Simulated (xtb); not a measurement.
F6Se, charge -1, doublet, at a GFN2-xTB geometry (a state made from the parent by changing its charge; the spin is typed, not shown lowest), atoms displaced at random by about 0.05 Å a coordinate; GFN1-xTB (xtb).

The xtb input:
```
$ xtb mol.xyz --gfn 1 --chrg -1 --uhf 1 --opt sloppy --json

# file mol.xyz
7

F      1.10407696    -1.82290902    -0.16959426
Se     0.15831572    -0.04687320    -0.08947421
F      1.38040479     1.39957975    -0.20163837
F     -1.20120363    -1.08754008     0.52959713
F     -1.12455564     0.09223825    -1.61076934
F      0.68445610    -0.08498053     1.61687327
F     -0.97270713     1.35077222     0.52015930
```

What does xtb print? Leave out banner, timings and long lists.


```
   ID    Z sym.   atoms
    1    9 F      1, 3-7
    2   34 Se     2

           -------------------------------------------------
          |                Calculation Setup                |
           -------------------------------------------------

           -------------------------------------------------
          |                 G F N 1 - x T B                 |
           -------------------------------------------------

          ...................................................
          :                      SETUP                      :
          :.................................................:
          :  # basis functions                  34          :
          :  # atomic orbitals                  33          :
          :  # shells                           15          :
          :  # electrons                        49          :
          :  # halogen bonds                     0          :
          :  max. iterations                   250          :
          :  Hamiltonian                  GFN1-xTB          :
          :  restarted?                      false          :
          :  GBSA solvation                  false          :
          :  PC potential                    false          :
          :  electronic temp.          300.0000000     K    :
          :  accuracy                    1.0000000          :
          :  -> integral cutoff          0.2500000E+02      :
          :  -> integral neglect         0.1000000E-07      :
          :  -> SCF convergence          0.1000000E-05 Eh   :
          :  -> wf. convergence          0.2000000E-04 e    :
          :  Broyden damping             0.4000000          :
          :  net charge                         -1          :
          :  unpaired electrons                  1          :
          ...................................................

 iter      E             dE          RMSdq      gap      omega  full diag
   1    -34.2107609 -0.342108E+02  0.539E+00    5.01       0.0  T
   2    -33.9063774  0.304383E+00  0.701E+00    7.87       1.0  T
   3    -34.3284687 -0.422091E+00  0.420E+00    6.65       1.0  T
   4    -34.3653103 -0.368416E-01  0.122E+00    5.58       1.0  T
   5    -34.3957459 -0.304356E-01  0.333E-01    5.88       1.0  T
   6    -34.3982044 -0.245851E-02  0.185E-02    5.99       2.0  T
   7    -34.3982062 -0.182156E-05  0.132E-02    5.99       2.9  T
   8    -34.3982067 -0.437337E-06  0.113E-02    5.99       3.3  T
   9    -34.3982077 -0.101849E-05  0.671E-03    5.99       5.6  T
  10    -34.3982084 -0.683350E-06  0.140E-03    5.99      27.0  T
  11    -34.3982084 -0.362474E-07  0.418E-04    5.99      90.5  T
  12    -34.3982084 -0.299565E-08  0.165E-04    5.99     228.4  T
  13    -34.3982084 -0.535515E-09  0.338E-05    5.99    1119.5  T

   *** convergence criteria satisfied after 13 iterations ***

         :::::::::::::::::::::::::::::::::::::::::::::::::::::
         ::                     SUMMARY                     ::
         :::::::::::::::::::::::::::::::::::::::::::::::::::::
         :: total energy             -34.397342222538 Eh    ::
         :: gradient norm              0.076275471714 Eh/a0 ::
         :: HOMO-LUMO gap              5.993124052281 eV    ::
         ::.................................................::
         :: SCC energy               -34.398208397397 Eh    ::
         :: -> electrostatic           0.219509839063 Eh    ::
         :: repulsion energy           0.002676018151 Eh    ::
         :: dispersion energy         -0.001809843292 Eh    ::
         :: halogen bond corr.         0.000000000000 Eh    ::
         :: add. restraining           0.000000000000 Eh    ::
         :: total charge              -1.000000000000 e     ::
         :::::::::::::::::::::::::::::::::::::::::::::::::::::

      -----------------------------------------------------------
     |                   =====================                   |
[...]
 * total energy  :   -34.3973422 Eh     change       -0.2318501E-10 Eh
 * total energy  :   -34.4203991 Eh     change       -0.2305683E-01 Eh
 * total energy  :   -34.4325460 Eh     change       -0.1214699E-01 Eh
 * total energy  :   -34.4354050 Eh     change       -0.2858970E-02 Eh
 * total energy  :   -34.4363705 Eh     change       -0.9655000E-03 Eh
 * total energy  :   -34.4366731 Eh     change       -0.3026072E-03 Eh
 * total energy  :   -34.4367516 Eh     change       -0.7845412E-04 Eh
   *** GEOMETRY OPTIMIZATION CONVERGED AFTER 7 ITERATIONS ***
         :: total energy             -34.436751575155 Eh    ::
[...]
         :::::::::::::::::::::::::::::::::::::::::::::::::::::

           -------------------------------------------------
          |                Property Printout                |
           -------------------------------------------------

    * Orbital Energies and Occupations

         #    Occupation            Energy/Eh            Energy/eV
      -------------------------------------------------------------
         1        2.0000           -0.9018961             -24.5418
       ...           ...                  ...                  ...
        13        2.0000           -0.3769887             -10.2584
        14        2.0000           -0.3621901              -9.8557
        15        2.0000           -0.3617925              -9.8449
        16        2.0000           -0.3593960              -9.7797
        17        2.0000           -0.3590568              -9.7704
        18        2.0000           -0.3589231              -9.7668
        19        2.0000           -0.3556830              -9.6786
        20        2.0000           -0.3555675              -9.6755
        21        2.0000           -0.3553172              -9.6687
        22        2.0000           -0.3533194              -9.6143
        23        2.0000           -0.3529742              -9.6049
        24        2.0000           -0.3528707              -9.6021
        25        1.0000           -0.2839352              -7.7263 (HOMO)
        26                          0.0292100               0.7948 (LUMO)
        27                          0.0330147               0.8984
        28                          0.0344385               0.9371
        29                          0.1124007               3.0586
        30                          0.1129407               3.0733
        31                          0.1137533               3.0954
        32                          0.5972535              16.2521
        33                          0.6022750              16.3887
      -------------------------------------------------------------
                  HL-Gap            0.3131452 Eh            8.5211 eV
             Fermi-level           -0.2228828 Eh           -6.0649 eV

  Mulliken/CM5 charges         n(s)   n(p)   n(d)
     1F    -0.29381 -0.31433   1.872  5.422  0.000
     2Se    0.76519  0.88797   1.966  2.335  0.934
     3F    -0.29455 -0.31497   1.872  5.422  0.000
     4F    -0.29317 -0.31377   1.871  5.422  0.000
     5F    -0.29346 -0.31401   1.872  5.422  0.000
     6F    -0.29351 -0.31407   1.871  5.422  0.000
     7F    -0.29669 -0.31682   1.874  5.423  0.000

Wiberg/Mayer (AO) data.
largest (>0.10) Wiberg bond orders for each atom

 ---------------------------------------------------------------------------
     #   Z sym  total        # sym  WBO       # sym  WBO       # sym  WBO
 ---------------------------------------------------------------------------
     1   9 F    1.078 --     2 Se   0.769
     2  34 Se   4.602 --     4 F    0.769     6 F    0.769     1 F    0.769
                             5 F    0.768     3 F    0.766     7 F    0.761
     3   9 F    1.077 --     2 Se   0.766
     4   9 F    1.080 --     2 Se   0.769
     5   9 F    1.079 --     2 Se   0.768
     6   9 F    1.079 --     2 Se   0.769
     7   9 F    1.072 --     2 Se   0.761
 ---------------------------------------------------------------------------

Topologies differ in total number of bonds
Writing topology from bond orders to xtbtopo.mol

 dipole moment from electron density (au)
     X       Y       Z
  -0.0121   0.0286  -0.1731  total (Debye):    0.447

optimized geometry written to: xtbopt.xyz

           -------------------------------------------------
          | TOTAL ENERGY              -34.436751575155 Eh   |
          | GRADIENT NORM               0.003759391946 Eh/α |
          | HOMO-LUMO GAP               8.521115342451 eV   |
           -------------------------------------------------

normal termination of xtb
```
